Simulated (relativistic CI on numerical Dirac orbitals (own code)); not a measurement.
**Sc2+ in a cubic cluster: 2p photoemission with charge transfer**

Computed with a charge-transfer multiplet model of a cubic metal-ligand cluster with up to 2 ligand holes, Slater and spin-orbit integrals from Dirac-Coulomb-Breit ions, Slater integrals scaled by 0.8. The ground state mixes d1 with configurations of k ligand holes L, whose averages lie at kΔ + k(k − 1)U_dd/2; a core hole lowers each added d electron by U_cd. 300 K, Lorentzian 0.6 eV and Gaussian 0.8 eV FWHM.

Atomic integrals in eV (Slater integrals scaled, ζ unscaled), ground: F2dd 4.710, F4dd 2.885, zeta_d 0.008; with the core hole: F2dd 4.710, F4dd 2.885, zeta_d 0.020, zeta_core 3.005, F2cd 4.113, G1cd 2.955, G3cd 1.675. Where a configuration has fewer than two d electrons, the dd integrals are those of d2.

Cluster parameters (eV): U_dd = 5, U_cd = 6.3, 10Dq = 0.7, 10Dq(ligand) = 0.5, V(eg) = 2.1, V(t2g) = -1.06, final-state hopping factor = 1.

| Case | n_d | d1 | d2L | d3L2 | S |
| --- | --- | --- | --- | --- | --- |
| Δ = 5.6 eV | 1.38 | 0.65 | 0.32 | 0.03 | 0.50 |
| Δ = 8.6 eV | 1.23 | 0.78 | 0.20 | 0.01 | 0.50 |
| Δ = 10.6 eV | 1.17 | 0.84 | 0.15 | 0.01 | 0.50 |

Weights, n_d and S are thermal averages at 300 K. Binding energies count from the first peak over 30 % of the highest in each spectrum, which can be another peak from case to case. The parameters are a model scan and need not match a compound or its usual spin state. Peaks in eV (height, largest 100):
- Δ = 5.6 eV: 0.0 (100), 2.3 (12), 4.7 (42), 8.6 (23), 13.4 (11)
- Δ = 8.6 eV: 0.0 (100), 4.6 (48), 8.4 (15), 13.2 (8)
- Δ = 10.6 eV: 0.0 (100), 4.6 (53), 8.7 (9)

Curve for Δ = 5.6 eV (points under 2 left out, the grid thinned):

(E (eV), Intensity): (-3.3, 2.0), (-2.9, 2.7), (-2.4, 4.0), (-2.0, 6.0), (-1.6, 10.5), (-1.2, 22.5), (-0.7, 58.9), (-0.3, 92.2), (0.1, 98.0), (0.6, 65.2), (1.0, 37.5), (1.4, 20.6), (1.9, 12.8), (2.3, 12.3), (2.7, 12.0), (3.1, 13.2), (3.6, 20.6), (4.0, 30.2), (4.4, 38.9), (4.9, 40.9), (5.3, 34.3), (5.7, 25.1), (6.2, 16.9), (6.6, 12.7), (7.0, 10.2), (7.4, 10.0), (7.9, 14.7), (8.3, 20.9), (8.7, 23.2), (9.2, 17.8), (9.6, 12.2), (10.0, 8.1), (10.4, 5.7), (10.9, 4.3), (11.3, 3.3), (11.7, 2.7), (12.2, 3.2), (12.6, 5.3), (13.0, 9.1), (13.5, 11.3), (13.9, 8.5), (14.3, 5.4), (14.7, 3.8), (15.2, 3.1), (15.6, 2.2)

For the case Δ = 8.6 eV, Δ = 8.6 eV is larger than U_dd = 5 eV, the Mott-Hubbard side of the Zaanen-Sawatzky-Allen scheme. With the core hole the configuration with one ligand hole lies at Δ − U_cd = -0.7, 2.3, 4.3 eV from the one without, in the order of the table; where this is negative the screened configuration lies lower, though the effective hopping of about 4.7 eV (from the holes of the mixed ground state) mixes the two strongly wherever it is as large as the gap.
